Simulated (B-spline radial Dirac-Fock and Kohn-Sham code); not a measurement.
Form factor and incoherent scattering function of Re

System: the Re atom, 1s2 2s2 2p6 3s2 3p6 3d10 4s2 4p6 4d10 4f14 5s2 5p6 5d5 6s1 6p1 (an excited configuration).

Input file task.json (cfg lists n, l and occupation; rrms is the nuclear radius in fm):

```json
{"items": [{
  "Z": 75,
  "q": 0,
  "cfg": [[1, 0, 2], [2, 0, 2], [2, 1, 6], [3, 0, 2], [3, 1, 6], [3, 2, 10], [4, 0, 2], [4, 1, 6], [4, 2, 10], [4, 3, 14], [5, 0, 2], [5, 1, 6], [5, 2, 5], [6, 0, 1], [6, 1, 1]],
  "A": 187,
  "rrms": 5.3698,
  "do": ["scatter"],
  "s": [0.0, 0.04, 0.05, 0.07, 0.08, 0.1, 0.13, 0.15, 0.19, 0.24, 0.29, 0.36, 0.44, 0.55, 0.68, 0.83, 1.03, 1.27, 1.57, 1.94, 2.39, 2.95, 3.64],
  "pz": [0, 0.1, 0.14, 0.21, 0.3, 0.44, 0.64, 0.92, 1.3, 1.9, 2.8, 4.0, 5.9, 8.5, 12.0, 18.0, 26.0, 37.0, 54.0, 78.0, 110.0],
  "hv_scatter": [1000, 5000, 8047.8, 17479.3, 50000, 100000, 200000, 1000000]
}]}
```

Command: `python xray_run.py task.json out`

Method: configuration-average Dirac-Fock orbitals. Computed with a radial finite-basis atomic code. f₀ is the Fourier transform of the spherical electron density, S the Waller-Hartree incoherent function, and s = sin θ/λ. The electron scattering factor follows from the Mott-Bethe formula f_e = 0.023934 Å⁻¹·(Z − f₀)/s².

```tsv
s (Å⁻¹)	f₀	S	f_e (Å)
0	75.000	0.000	–
0.04	74.094	1.194	13.554
0.05	73.631	1.736	13.105
0.07	72.523	2.903	12.097
0.08	71.904	3.496	11.577
0.1	70.584	4.668	10.569
0.13	68.484	6.363	9.228
0.15	67.042	7.448	8.465
0.19	64.122	9.528	7.212
0.24	60.492	12.014	6.028
0.29	56.976	14.400	5.129
0.36	52.356	17.574	4.182
0.44	47.593	20.968	3.388
0.55	41.933	25.140	2.616
0.68	36.345	29.257	2.001
0.83	31.014	33.212	1.528
1.03	25.410	37.754	1.119
1.27	20.675	42.474	0.806
1.57	17.065	47.552	0.563
1.94	14.410	52.596	0.385
2.39	11.901	56.975	0.264
2.95	9.128	60.652	0.181
3.64	6.715	63.793	0.123
```

f₀ starts at the number of electrons, 75, and has fallen to half at s ≈ 0.65 Å⁻¹. The sum of ⟨r²⟩ over the electrons is 82.08 bohr². It fixes the forward electron scattering factor, f_e(0) = (a₀/3)Σ⟨r²⟩ = 14.478 Å.
